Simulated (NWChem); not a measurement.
System: C₄H₄O₂; SMILES O=C1CC(C1)=O

```xyz
10

O      0.0000     2.2649     0.0000
C      0.0000     1.0632     0.0000
C      1.1215     0.0000     0.0000
C      0.0000    -1.0632     0.0000
O      0.0000    -2.2649     0.0000
C     -1.1215     0.0000     0.0000
H      1.7656     0.0000     0.8881
H      1.7656     0.0000    -0.8881
H     -1.7656     0.0000    -0.8881
H     -1.7656     0.0000     0.8881
```
Atoms are numbered in this order, from 1.

Results from NWChem. Pople sets run with spherical d functions. All runs use the structure optimised with B3LYP/6-31G* (spherical d). Level: B3LYP/6-31G* with SMD (1 M gas to 1 M solution), gas-phase geometry.

### Question
What does the run give for solvent water? Quantities: solvation free energy (kcal/mol); cavity-dispersion-structure term (kcal/mol).

### Answer
The solvation free energy (kcal/mol) comes out as -7.1. The cavity-dispersion-structure term (kcal/mol) is 4.1.
